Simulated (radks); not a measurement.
Isoelectronic series with 10 electrons, all held in the configuration [Ne], which need not be the ground one along the series. All-electron calculation, scalar-relativistic Kohn-Sham, r2SCAN, spin-unpolarised, spherical densities, finite nucleus; meta-GGA in the generalised Kohn-Sham scheme; Fermi nuclear charge, rms radius of each element as measured or else 0.836 A^(1/3) + 0.57 fm. Program: a radial shooting solver on a logarithmic mesh with Libxc functionals. Total energies (hartree) and orbital eigenvalues (eV):

| ion | E (hartree) | 2p | 2s | 1s |
|---|---|---|---|---|
| Ne | -129.08272 | -13.9680 | -38.3875 | -837.8249 |
| Al3+ | -240.85292 | -105.7401 | -146.0783 | -1556.823 |
| S6+ | -389.08576 | -260.6748 | -317.6246 | -2525.963 |
| K9+ | -573.91453 | -477.7060 | -552.0230 | -3745.193 |
| Ti12+ | -795.56871 | -756.7337 | -849.4733 | -5215.997 |
| Mn15+ | -1054.34021 | -1097.891 | -1210.509 | -6940.520 |
| Ni18+ | -1350.57775 | -1501.423 | -1635.863 | -8921.428 |
| Ga21+ | -1684.68567 | -1967.653 | -2126.432 | -11161.86 |
| Se24+ | -2057.12788 | -2496.971 | -2683.272 | -13665.45 |
| Rb27+ | -2468.42919 | -3089.823 | -3307.602 | -16436.37 |
| Zr30+ | -2919.17790 | -3746.714 | -4000.811 | -19479.30 |
| Tc33+ | -3410.02940 | -4468.205 | -4764.465 | -22799.48 |
| Pd36+ | -3941.71578 | -5254.911 | -5600.335 | -26402.82 |
| In39+ | -4515.04839 | -6107.503 | -6510.403 | -30295.93 |
| Te42+ | -5130.91899 | -7026.712 | -7496.881 | -34486.06 |
| Cs45+ | -5790.3254 | -8013.321 | -8562.256 | -38981.46 |
| Ce48+ | -6494.3557 | -9068.176 | -9709.287 | -43791.12 |
| Pm51+ | -7244.2147 | -10192.18 | -10941.06 | -48925.07 |
| Gd54+ | -8041.2044 | -11386.30 | -12260.98 | -54394.14 |
| Ho57+ | -8886.8632 | -12651.57 | -13673.00 | -60211.56 |
| Yb60+ | -9782.7580 | -13989.08 | -15181.35 | -66390.47 |
